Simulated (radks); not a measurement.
Problem. The thallium ion Tl3+, [Xe] 4f14 5d10. Calculated with a radial shooting solver on a logarithmic mesh with Libxc functionals: non-relativistic Kohn-Sham, r2SCAN, spin-polarised, spherical densities, point nucleus; meta-GGA in the generalised Kohn-Sham scheme. Every spin shell is full or empty, so the densities are truly spherical. Functionals are evaluated on that one density, not self-consistently. Rank these exchange functionals by their error against the exact value of the orbitals, and give that value: LDA, revPBE, AM05, EV93, APBE, TPSS, revTPSS, SCAN.

Solution. Exact: -351.588 hartree. From best to worst, with 100 (|E| - |E exact|)/|E exact| (equal figures are ties): SCAN +0.04, APBE +0.21, revPBE -0.28, TPSS -0.45, EV93 -0.53, revTPSS -0.92, AM05 -3.61, LDA -3.81.
